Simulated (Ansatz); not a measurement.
Ansatz results at the PBE0-D4/def2-TZVP geometry: HOMO energy (PBE/def2-TZVPP) -6.82 eV; HOMO–LUMO gap (PBE/def2-TZVPP) 6.16 eV; zero-point energy (PBE0-D4/def2-TZVP) 202.9 kJ/mol.

(1) Which molecule gave them?
A. `[Cl][In@H-]1[OH+][In@@H-]([Cl])[OH+]1`
B. `[F][Ga-]1([F])[OH+][Ga-]([F])([F])[OH+]1`
C. `[F][In@H-]1[Cl+][In@@H-]([F])[Cl+]1`
D. `[BH2-]1[OH+][BH2-][OH+]1`

## Answers

(1) D. The others give `[F][In@H-]1[Cl+][In@@H-]([F])[Cl+]1`: -8.09, 5.46, 49.8; `[Cl][In@H-]1[OH+][In@@H-]([Cl])[OH+]1`: -7.17, 4.93, 113.5; `[F][Ga-]1([F])[OH+][Ga-]([F])([F])[OH+]1`: -9.07, 6.24, 101.6.
